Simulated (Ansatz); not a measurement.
Consider the ligand exchange at a B–O bond: `F[SiH2]OBS` + H–F → `FBS` + `O[SiH2]F`.

Calculated with Ansatz (gas phase, PBE0-D4/def2-TZVP geometries, no zero-point term in ΔE). CCSD(T)/CBS is the MP2 limit (def2-TZVPP, def2-QZVPP) plus CCSD(T) − MP2 in def2-TZVPP, frozen cores. This one scheme is used for every species. DFT in def2-TZVPP. One conformer a species, not always the lowest.

`F[SiH2]OBS`:

```xyz
9

F    -0.087   -1.936   -0.202
Si    0.984   -0.931    0.427
O     0.468    0.601    0.285
B    -0.504    1.440   -0.143
S    -2.029    0.936   -0.956
H     1.116   -1.256    1.860
H     2.239   -1.080   -0.335
H    -0.368    2.617    0.019
H    -1.819   -0.392   -0.955
```

H–F:

```xyz
2

F     0.135   -0.413    0.150
H    -0.135    0.413   -0.150
```

`FBS`:

Z-matrix (Å, degrees):
```
B
F 1 1.322
S 1 1.794 2 117.9
H 1 1.194 2 119.5 3 -180.0
H 3 1.342 1 94.9 2 180.0
```

`O[SiH2]F`:

Cartesian coordinates in Å:
```
O 1.175 0.230 -0.433
Si -0.392 0.023 -0.034
F -0.717 0.703 1.373
H 1.846 -0.257 0.047
H -1.179 0.712 -1.072
H -0.732 -1.411 0.118
```

(1) Is it downhill or uphill in electronic energy at CCSD(T)/CBS, and by how much? (Best estimate.)

(2) What do these levels give: PBE-D4, ωB97X-V, r2SCAN, MP2/def2-TZVPP, CCSD/def2-TZVPP, MP2/def2-QZVPP? (Estimate.)

Largest T1 diagnostic among the species: 0.014.

Results:

(1) Ansatz gave: Downhill: ΔE = -8.7 kJ/mol.

(2) Ansatz gave: PBE-D4 -14.4, ωB97X-V -16.3, r2SCAN -19.1, MP2/def2-TZVPP -10.0, CCSD/def2-TZVPP -13.5, MP2/def2-QZVPP -7.7 kJ/mol.

The D4 term adds +10.5 kJ/mol with B3LYP and +5.9 kJ/mol with PBE0; it sums over pairs of atoms, weighted by their polarisabilities, and B3LYP, whose exchange is more repulsive, gets the larger term. From PBE to PBE0 (25 % exact exchange), in def2-TZVPP and without D4, ΔE moves by +3.2 kJ/mol.

B3LYP here is the variant with VWN-RPA as its local correlation; programs differ in this.
